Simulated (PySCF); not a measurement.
# How the method changes the shape and vibrations of BGeH2O2 cation

All numbers below are calculated, not measured. They come from PySCF 2.14.0, an open-source quantum chemistry program, on an isolated molecule that a program drew, which may never have been made. The molecule is BGeH2O2 cation (charge +1, singlet), drawn as the SMILES string `[O]=[GeH][B+]O`.

The geometry was optimised and harmonic frequencies were computed with HF and MP2, all in the cc-pVDZ basis, for the commonest isotopes, with a restricted reference for singlets and an unrestricted one otherwise, and a frozen core in MP2. Germanium has the cc-pVDZ-PP basis, with a core potential (ECP10MDF) in place of its 10 inner electrons, and its 3s, 3p and 3d shells are frozen in MP2. Each result is a local minimum of its method.

Geometry at the HF minimum:
```xyz
6
BGeH2O2 cation, angstrom
O     1.0829    4.0844    0.8222
Ge    1.0982    2.4930    0.6448
B     0.8386    2.1759   -1.4761
O     0.6870    2.0917   -2.6956
H     1.2265    1.2121    1.4222
H     0.5738    2.5991   -3.4977
```

Lengths of the bonds as drawn, in Å (atoms numbered as above):
| bond | HF | MP2 |
|---|---|---|
| O1-Ge2 | 1.601 | 1.661 |
| Ge2-B3 | 2.160 | 2.129 |
| B3-O4 | 1.232 | 1.247 |
| Ge2-H5 | 1.504 | 1.518 |
| O4-H6 | 0.956 | 0.974 |

Rotational constants, in GHz:
| constant | HF | MP2 |
|---|---|---|
| A | 14.98 | 13.85 |
| B | 2.414 | 2.447 |
| C | 2.079 | 2.079 |

Harmonic frequencies in cm^-1, each column in rising order, so a row needn't be the same motion in every method:
| rank | HF | MP2 |
|---|---|---|
| 1 | 108 | 83 |
| 2 | 200 | 157 |
| 3 | 281 | 260 |
| 4 | 335 | 269 |
| 5 | 354 | 334 |
| 6 | 430 | 342 |
| 7 | 517 | ? |
| 8 | 741 | 686 |
| 9 | 1082 | 976 |
| 10 | 1848 | 1770 |
| 11 | 2355 | 2259 |
| 12 | 4018 | 3794 |

**Estimate the missing MP2 frequency from the HF column.**

A single factor s that minimises the squared misfit of MP2 against s times HF over the other rows is sum(HF x MP2) / sum(HF^2) = 0.9448, with an rms misfit of 33 cm^-1. For rank 7 it gives 0.9448 x 517 = 488 cm^-1. The calculation gives 446 cm^-1, 42 cm^-1 below the estimate. The drawn bonds are on average 1.3 % longer in MP2 than in HF.
